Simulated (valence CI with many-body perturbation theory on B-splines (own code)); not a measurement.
Co¹³⁺: electric-dipole lines

Method: relativistic CI+MBPT: four valence electrons over a frozen Dirac-Fock core [Ne], a basis of 11 s, 11 p, 10 d, 8 f, 5 g, 2 h functions for each j, with the one-electron correlation potential Σ1, the two-electron term Σ2, the three-electron term Σ3, Breit, model QED; selected CI, second order for the rest, scaled by the run's own slope (own B-spline code, finite nucleus).

No measured levels were compared; by estimate levels of excited configurations hold to 0.05 to 0.15 % of their energy, terms of the ground configuration to about 0.5 %. Among the levels kept, up to 560 cm⁻¹ of a level comes from second order outside the variational space, and about a tenth of that is noise between levels of different J, which matters for small intervals.

Lines 201 to 250 of 558 in falling wavelength, among levels below 159.97 eV, chosen from the strongest by gf and those to the six lowest levels. Wavelengths and rates use the calculated energies, so an error of 200 cm⁻¹ moves a line at 23.91 nm by 0.048 % and its rate by three times that or more. Electric multipoles are in the length gauge, E1 and E2 with the static RPA response of the core. Weak lines are less certain than strong ones. Lines between different terms over intervals too small for the method are left out, as are lines whose strength nearly cancels. Where a level lies close to another of its J and parity, the split of strength between their lines is uncertain. The highest levels of a list are the least certain.

Names give the largest LS component (configuration and term), which can be under half, so a name can repeat, a term be missing and a line seem to break the LS rules; names also repeat where a configuration has a term twice. Letters in brackets count levels of one name in rising energy.

```
λ vac (nm)                Upper               Lower   A (s⁻¹)  S (a.u.)
     23.91         3s 3p3 1P°_1        3s2 3p2 1D_2  3.21e+10  6.48e-01
     23.88   3s 3p2 3d 3D_3 [c]     3s2 3p 3d 3F°_3  1.79e+10  8.44e-01
     23.88   3s 3p2 3d 1P_1 [b]     3s2 3p 3d 1D°_2  7.44e+09  1.50e-01
     23.87      3s 3p 3d2 3S°_1  3s 3p2 3d 3P_1 [b]  4.61e+09  9.28e-02
     23.87     3p3 3d 3D°_1 [c]  3s 3p2 3d 3F_2 [b]  5.40e+09  1.09e-01
     23.86      3s 3p 3d2 3F°_2  3s 3p2 3d 3D_1 [a]  2.98e+09  9.97e-02
     23.85   3s 3p2 3d 3D_1 [c]     3s2 3p 3d 3F°_2  1.65e+10  3.32e-01
     23.82   3s 3p2 3d 3D_2 [c]     3s2 3p 3d 3F°_2  8.60e+09  2.87e-01
     23.79   3s 3p2 3d 3F_2 [c]     3s2 3p 3d 3F°_3  7.60e+09  2.53e-01
     23.73         3s2 3d2 3F_2     3s2 3p 3d 1F°_3  5.22e+09  1.72e-01
     23.71     3p3 3d 1P°_1 [a]  3s 3p2 3d 3F_2 [a]  5.70e+09  1.12e-01
     23.67  3s 3p 3d2 3F°_3 [a]  3s 3p2 3d 3D_3 [a]  2.45e+09  1.12e-01
     23.60   3s 3p2 3d 3P_1 [c]     3s2 3p 3d 3D°_2  2.46e+10  4.79e-01
     23.58         3s 3p3 3S°_1        3s2 3p2 3P_2  3.61e+10  7.01e-01
     23.56  3s 3p 3d2 3F°_3 [b]  3s 3p2 3d 3D_3 [a]  2.40e+09  1.08e-01
     23.53      3s 3p 3d2 3G°_5  3s 3p2 3d 3F_4 [b]  5.20e+09  3.68e-01
     23.52     3p3 3d 3D°_1 [b]  3s 3p2 3d 3D_1 [a]  8.44e+09  1.63e-01
     23.50  3s 3p 3d2 3F°_3 [b]  3s 3p2 3d 3D_2 [a]  3.08e+09  1.38e-01
     23.50   3s 3p2 3d 3P_2 [c]     3s2 3p 3d 1D°_2  9.76e+09  3.12e-01
     23.41   3s 3p2 3d 3D_3 [d]     3s2 3p 3d 3F°_3  3.20e+09  1.42e-01
     23.40   3s 3p2 3d 3P_1 [a]        3s 3p3 3P°_2  8.21e+09  1.56e-01
     23.38     3p3 3d 3D°_2 [b]  3s 3p2 3d 3F_3 [a]  6.03e+09  1.90e-01
     23.38      3s 3p 3d2 3F°_4  3s 3p2 3d 3D_3 [a]  2.52e+09  1.43e-01
     23.37   3s 3p2 3d 3P_0 [c]     3s2 3p 3d 3D°_1  4.20e+10  2.65e-01
     23.33   3s 3p2 3d 3F_2 [c]     3s2 3p 3d 3F°_2  1.44e+10  4.53e-01
     23.33   3s 3p2 3d 1D_2 [c]     3s2 3p 3d 1F°_3  3.22e+10  1.01e+00
     23.32   3s 3p2 3d 3F_4 [c]     3s2 3p 3d 3F°_3  2.11e+09  1.19e-01
     23.31      3s2 3p 3d 3P°_1        3s2 3p2 1S_0  7.42e+07  1.39e-03
     23.28      3s 3p 3d2 3F°_2      3s 3p2 3d 3G_3  1.20e+10  3.74e-01
     23.25     3p3 3d 3D°_3 [b]  3s 3p2 3d 3F_4 [a]  1.07e+10  4.64e-01
     23.15  3s 3p 3d2 3F°_3 [a]      3s 3p2 3d 3G_4  4.42e+09  1.89e-01
     23.13      3s 3p 3d2 3G°_4  3s 3p2 3d 3F_3 [b]  3.14e+09  1.73e-01
     23.10     3p3 3d 3F°_4 [b]  3s 3p2 3d 3F_4 [a]  1.66e+09  9.09e-02
     23.08  3s 3p 3d2 5D°_4 [c]  3s 3p2 3d 3D_3 [a]  3.27e+09  1.78e-01
     23.05  3s 3p 3d2 3F°_3 [b]      3s 3p2 3d 3G_4  6.33e+09  2.68e-01
     23.05     3p3 3d 3P°_2 [a]  3s 3p2 3d 3F_3 [a]  4.81e+09  1.45e-01
     23.05     3p3 3d 3D°_3 [a]            3p4 3P_2  3.34e+09  1.41e-01
     23.03      3s 3p 3d2 3F°_4      3s 3p2 3d 3G_5  7.35e+09  3.99e-01
     22.99         3s 3p3 3S°_1        3s2 3p2 3P_1  1.76e+10  3.17e-01
     22.93   3s 3p2 3d 3P_0 [a]        3s 3p3 3P°_1  1.54e+10  9.14e-02
     22.88      3s 3p 3d2 3G°_3  3s 3p2 3d 3F_2 [b]  2.75e+09  1.14e-01
     22.86   3s 3p2 3d 1F_3 [a]        3s 3p3 1D°_2  1.11e+10  4.58e-01
     22.83     3p3 3d 3F°_3 [b]  3s 3p2 3d 3F_3 [a]  2.18e+09  8.95e-02
     22.80      3s2 3p 3d 3F°_2        3s2 3p2 3P_2  2.33e+08  6.82e-03
     22.74  3s 3p 3d2 5D°_4 [c]      3s 3p2 3d 3G_5  4.66e+09  2.43e-01
     22.69   3s 3p2 3d 3P_1 [c]     3s2 3p 3d 3P°_1  7.92e+09  1.37e-01
     22.68   3s 3p2 3d 3P_2 [c]     3s2 3p 3d 3P°_2  5.21e+09  1.50e-01
     22.58      3s2 3p 3d 3D°_1        3s2 3p2 1S_0  1.18e+07  2.01e-04
     22.51   3s 3p2 3d 3D_3 [e]     3s2 3p 3d 3F°_4  5.25e+09  2.07e-01
     22.38         3s 3p3 3S°_1        3s2 3p2 3P_0  7.38e+09  1.22e-01
```
